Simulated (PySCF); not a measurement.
H2ClF3OSi2 (SMILES F[Si](F)(F)O[SiH2]Cl), singlet, at a GFN2-xTB geometry, with bond 9-6 at 2.4 times its length; PySCF with CASSCF(2,3)/STO-3G.

PySCF was given this input:
```python
from pyscf import gto, scf, mcscf, mp
import numpy

mol = gto.M(
    atom='''
Si    1.15548573   -0.45155299    0.61886676
F     1.10393618   -2.00289227    0.89784197
F     1.94331771   -0.25299094   -0.73183991
F     1.98678628    0.22912850    1.76954011
O    -0.28854291    0.17965576    0.57490068
Si   -1.81026276    0.44861094    0.02769441
Cl   -1.71005697    0.94663602   -1.89082069
H    -2.52380340   -0.80615301    0.20866684
H    -2.83291579    3.11132632    2.03565292
''',
    basis='sto-3g',
    verbose=4,
)

mf = scf.RHF(mol)
mf.kernel()
mc = mcscf.CASSCF(mf, 3, 2)
mc.fix_spin_(ss=0.0)
noons, natorbs = mcscf.addons.make_natural_orbitals(mp.MP2(mf).run())
mc.kernel(natorbs)
occ = numpy.linalg.eigvalsh(mc.fcisolver.make_rdm1(mc.ci, mc.ncas, mc.nelecas))[::-1]
ss = mc.fcisolver.spin_square(mc.ci, mc.ncas, mc.nelecas)[0]
print('natural occupations', occ.round(4), ' <S^2>', round(ss, 4))
```

It wrote (shortened):

```
PySCF version 2.14.0

[INPUT] verbose = 4
[INPUT] num. atoms = 9
[INPUT] num. electrons = 82
[INPUT] charge = 0
[INPUT] spin (= nelec alpha-beta = 2S) = 0
[INPUT] symmetry False subgroup None
[INPUT] Mole.unit = angstrom
[INPUT] Symbol           X                Y                Z      unit          X                Y                Z       unit  Magmom
[INPUT]  1 Si     1.155485730000  -0.451552990000   0.618866760000 AA    2.183551570543  -0.853311481828   1.169488683997 Bohr   0.0
[INPUT]  2 F      1.103936180000  -2.002892270000   0.897841970000 AA    2.086137039199  -3.784917847308   1.696675426440 Bohr   0.0
[INPUT]  3 F      1.943317710000  -0.252990940000  -0.731839910000 AA    3.672338244917  -0.478083588596  -1.382976996926 Bohr   0.0
[INPUT]  4 F      1.986786280000   0.229128500000   1.769540110000 AA    3.754481937243   0.432990112332   3.343946174333 Bohr   0.0
[INPUT]  5 O     -0.288542910000   0.179655760000   0.574900680000 AA   -0.545267075085   0.339500183101   1.086404834026 Bohr   0.0
[INPUT]  6 Si    -1.810262760000   0.448610940000   0.027694410000 AA   -3.420900829899   0.847751813084   0.052334850081 Bohr   0.0
[INPUT]  7 Cl    -1.710056970000   0.946636020000  -1.890820690000 AA   -3.231539330704   1.788882817448  -3.573133254761 Bohr   0.0
[INPUT]  8 H     -2.523803400000  -0.806153010000   0.208666840000 AA   -4.769297218246  -1.523408403394   0.394323178878 Bohr   0.0
[INPUT]  9 H     -2.832915790000   3.111326320000   2.035652920000 AA   -5.353434977056   5.879554628951   3.846826503471 Bohr   0.0

nuclear repulsion = 573.097032436161
number of shells = 29
number of NR pGTOs = 147
number of NR cGTOs = 49
basis = sto-3g
ecp = {}

******** <class 'pyscf.scf.hf.RHF'> ********
method = RHF
initial guess = minao
damping factor = 0
level_shift factor = 0
DIIS = <class 'pyscf.scf.diis.CDIIS'>
diis_start_cycle = 1
diis_space = 8
diis_damp = 0
SCF conv_tol = 1e-09
SCF conv_tol_grad = None
SCF max_cycles = 50
direct_scf = True
direct_scf_tol = 1e-13
Set gradient conv threshold to 3.16228e-05
Initial guess from minao.
init E= -1394.96440530288
  HOMO = -0.208031419124517  LUMO = -0.152902692594266  gap/eV = 1.50013
cycle= 1 E= -1394.49282403444  delta_E= 0.472  |g|= 0.676  |ddm|=  3.8
  HOMO = -0.154547642165837  LUMO = 0.064333198786954  gap/eV = 5.95605
cycle= 2 E= -1394.57043564151  delta_E= -0.0776  |g|= 0.373  |ddm|= 2.66
  HOMO = -0.196530716004335  LUMO = -0.00772774951655519  gap/eV = 5.13759
cycle= 3 E= -1394.67149885419  delta_E= -0.101  |g|= 0.261  |ddm|= 2.41
  HOMO = -0.148841999532897  LUMO = 0.00608640616603207  gap/eV = 4.21582
cycle= 4 E= -1394.74433029663  delta_E= -0.0728  |g|= 0.0407  |ddm|= 0.897
  HOMO = -0.164485687910188  LUMO = 0.0330437998673166  gap/eV = 5.37505
cycle= 5 E= -1394.74565433582  delta_E= -0.00132  |g|= 0.00919  |ddm|= 0.11
  HOMO = -0.165969044470683  LUMO = 0.0338796323133422  gap/eV = 5.43816
cycle= 6 E= -1394.74570934621  delta_E= -5.5e-05  |g|= 0.00184  |ddm|= 0.0274
  HOMO = -0.163786909000206  LUMO = 0.0315340101674608  gap/eV = 5.31495
cycle= 7 E= -1394.74571211604  delta_E= -2.77e-06  |g|= 0.00033  |ddm|= 0.00566
  HOMO = -0.16383577792022  LUMO = 0.0317640455753042  gap/eV = 5.32254
cycle= 8 E= -1394.74571220716  delta_E= -9.11e-08  |g|= 9.01e-05  |ddm|= 0.000994
  HOMO = -0.163887009079302  LUMO = 0.0317748768471674  gap/eV = 5.32423
cycle= 9 E= -1394.74571221564  delta_E= -8.48e-09  |g|= 2.14e-05  |ddm|= 0.000345
  HOMO = -0.163877680687098  LUMO = 0.031770141437951  gap/eV = 5.32385
cycle= 10 E= -1394.74571221611  delta_E= -4.7e-10  |g|= 6.74e-06  |ddm|= 8.18e-05
  HOMO = -0.163876027784267  LUMO = 0.031772298836073  gap/eV = 5.32386
Extra cycle  E= -1394.74571221608  delta_E= 2.32e-11  |g|= 9e-06  |ddm|= 4.78e-05
converged SCF energy = -1394.74571221608

******** <class 'pyscf.mp.mp2.RMP2'> ********
nocc = 41, nmo = 49
E(RMP2) = -1395.01887509289  E_corr = -0.273162876806457
E(SCS-RMP2) = -1395.04418557165  E_corr = -0.298473355563474
E_corr(same-spin) = -0.0338331883895475
E_corr(oppo-spin) = -0.23932968841691

******** <class 'pyscf.mcscf.mc1step.CASSCF'> ********
CAS (1e+1e, 3o), ncore = 40, nvir = 6
max_cycle_macro = 50
max_cycle_micro = 4
conv_tol = 1e-07
conv_tol_grad = None
orbital rotation max_stepsize = 0.02
orbital rotation threshold for CI restart = 0.01
augmented hessian ah_max_cycle = 30
augmented hessian ah_conv_tol = 1e-12
augmented hessian ah_linear dependence = 1e-14
augmented hessian ah_level shift = 1e-08
augmented hessian ah_start_tol = 2.5
augmented hessian ah_start_cycle = 3
augmented hessian ah_grad_trust_region = 3
kf_trust_region = 3
kf_interval = 4
ci_response_space = 4
ci_grad_trust_region = 3
with_dep4 0
natorb = False
canonicalization = True
sorting_mo_energy = False
ao2mo_level = 2
internal_rotation = False
******** <class 'pyscf.fci.addons.SpinPenaltyFCISolver'> ********
max. cycles = 50
conv_tol = 1e-08
davidson only = True
linear dependence = 1e-12
level shift = 0.001
max iter space = 12
nroots = 1
pspace_size = 400
spin = None
CASCI E = -1394.93453332636  S^2 = 0.0000000
Set conv_tol_grad to 0.000316228
macro iter   1 ( 14 JK    4 micro), CASSCF E = -1394.93629745545  dE = -1.76412910e-03  S^2 = 0.0000000
               |grad[o]|=0.0334  |grad[c]|=0.00157  |ddm|=0.00637  |maxRot[o]|=0.0316
macro iter   2 (  4 JK    1 micro), CASSCF E = -1394.93629753105  dE = -7.55999281e-08  S^2 = 0.0000000
               |grad[o]|=0.000283  |grad[c]|=6.86e-06  |ddm|=1.13e-05  |maxRot[o]|=0.0359
macro iter   3 (  1 JK    1 micro), CASSCF E = -1394.93629753105  dE =  0.00000000e+00  S^2 = 0.0000000
               |grad[o]|=1.16e-05  |grad[c]|=7.73e-07  |ddm|=    0  |maxRot[o]|=    0
1-step CASSCF converged in   3 macro ( 19 JK   6 micro) steps
CASSCF canonicalization
Density matrix diagonal elements [1.13953043e+00 8.60383500e-01 8.60667807e-05]
CASSCF energy = -1394.93629753105
CASCI E = -1394.93629753105  E(CI) = -0.952635213257963  S^2 = 0.0000000
natural occupations [1.1402 0.8598 0.    ]  <S^2> 0.0
```
